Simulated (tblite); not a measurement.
Run record: tight-binding relaxation, `Brc1ccc(-c2ccc(-c3ccco3)o2)o1`.

Computed with GFN2-xTB geometry optimisation, gas phase (tblite 0.8.0). Start geometry: from a force field or distance geometry. A driver script takes a list of jobs; this job's settings line and coordinates (Å) are shown.

Input:
```
{"job": {"kind": "relax", "xc": "GFN2-xTB", "basis": "xTB"}, "charge": 0, "multiplicity": 1}
Br     6.450400    -0.040500     0.271300
C      4.601600    -0.150800    -0.222600
C      4.143000    -0.535200    -1.443700
C      2.720800    -0.470000    -1.365000
C      2.407400    -0.072300    -0.062700
C      1.108700     0.132200     0.503400
C      0.802000     0.542100     1.786100
C     -0.603800     0.596200     1.879800
C     -1.100300     0.212300     0.642100
C     -2.476500     0.110500     0.231900
C     -2.973500    -0.266700    -1.010400
C     -4.386600    -0.216500    -0.924700
C     -4.676400     0.192500     0.363600
O     -3.524800     0.389200     1.055200
O     -0.054000    -0.053900    -0.186600
O      3.572000     0.125900     0.636800
H      4.729500    -0.806900    -2.302200
H      2.003000    -0.712100    -2.133000
H      1.515000     0.771900     2.574700
H     -1.201500     0.871700     2.739700
H     -2.376300    -0.536700    -1.861700
H     -5.100400    -0.439600    -1.701100
H     -5.584000     0.383800     0.905100
```

Output:
```
step      E/eV     max force
  0   -1238.78114    1.587
  1   -1238.85774    0.840
  2   -1238.89126    0.690
  3   -1238.92578    0.397
  4   -1238.94314    0.356
  5   -1238.96963    0.403
  6   -1238.99079    0.442
  7   -1239.00761    0.337
  8   -1239.01933    0.286
  9   -1239.02848    0.236
... (18 lines left out)
 28   -1239.04133    0.027
 29   -1239.04143    0.025
 30   -1239.04153    0.020
 31   -1239.04162    0.024
 32   -1239.04168    0.017
 33   -1239.04172    0.012
 34   -1239.04175    0.010
 35   -1239.04177    0.011
 36   -1239.04179    0.010
 37   -1239.04180    0.007
```

«max force» is the largest atomic force in eV/Å.

Task: From which step on does the largest force stay under 0.1 eV/Å, and how much energy is left to gain from there?

Result: From step 14 (0.095 eV/Å), 2.3 meV above the end.

In short: energy lowered by 6.0 kcal/mol over 37 steps; largest atomic force 0.007 eV/Å at the end.

Task: Give the final coordinates.

Result: 0.086 Å rms from the input after alignment:
```
atom  x, y, z in Å
Br1    6.2354    0.0195    0.4408
C2     4.5119   -0.1626   -0.2425
C3     4.0714   -0.5389   -1.4761
C4     2.6627   -0.4886   -1.3976
C5     2.3552   -0.0843   -0.1200
C6     1.0986    0.1407    0.5275
C7     0.8133    0.5464    1.8114
C8    -0.5866    0.6011    1.9043
C9    -1.0702    0.2253    0.6712
C10   -2.4172    0.1021    0.1980
C11   -2.9154   -0.2709   -1.0274
C12   -4.3205   -0.2096   -0.9124
C13   -4.5761    0.1927    0.3635
O14   -3.4345    0.3839    1.0437
O15   -0.0467   -0.0552   -0.1674
O16    3.4942    0.1157    0.5889
H17    4.6757   -0.8122   -2.3158
H18    1.9632   -0.7175   -2.1738
H19    1.5287    0.7716    2.5751
H20   -1.1740    0.8773    2.7550
H21   -2.3405   -0.5488   -1.8859
H22   -5.0401   -0.4335   -1.6727
H23   -5.4933    0.3728    0.8880
```

Time: 0.53 s wall. Hardware: an Arm Neoverse V1 with one thread, on a shared host.
Labels such as C1 count atoms from 1, the log's own numbers from 0.
